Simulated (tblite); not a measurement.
Computed values, GFN2-xTB/tblite, gas phase, harmonic and unscaled. This tight-binding method is rough: wavenumbers can miss measured ones by several per cent, in bad cases by 10 to 20. Modes of hydrogen on boron and silicon can be 10 to 20 % off. One conformer each. Open shells enter through the occupations alone, without spin polarisation, and single modes of such species can be off by tens of per cent. Thermal functions are those of the rigid rotor and harmonic oscillator, without mixing of conformers.

**Question.** Order these by their zero-point energy, highest first (kcal/mol).
A. `CS[C@@H]1CCOBO1`
B. `[CH2]CCC(C)(C)C` [radical]
C. `C[C+](F)[CH]C=O` [radical]
D. `[SiH3]C[C@H]1[CH]O[SiH2]O1` [radical]

**Answer.** B (125.1), A (83.0), D (67.8), C (47.7).

| SMILES | atoms | mass (u) | symmetry number | modes under 300 cm⁻¹ | ZPE (kcal/mol) | S translation (cal/(mol K)) | S rotation | S vibration | S spin | S | Cp |
| --- | --- | --- | --- | --- | --- | --- | --- | --- | --- | --- | --- |
| [CH2]CCC(C)(C)C | 22 | 99.12 | 1 | 7 | 125.1 | 39.7 | 28.0 | 28.8 | 1.4 | 97.9 | 38.7 |
| CS[C@@H]1CCOBO1 | 17 | 132.04 | 1 | 5 | 83.0 | 40.6 | 28.6 | 22.9 | 0.0 | 92.0 | 33.4 |
| [SiH3]C[C@H]1[CH]O[SiH2]O1 | 16 | 133.01 | 1 | 5 | 67.8 | 40.6 | 28.6 | 25.2 | 1.4 | 95.8 | 37.2 |
| C[C+](F)[CH]C=O | 11 | 88.03 | 1 | 3 | 47.7 | 39.4 | 26.5 | 12.5 | 1.4 | 79.7 | 24.4 |

Entropies and Cp are for 298.15 K and 1 bar.
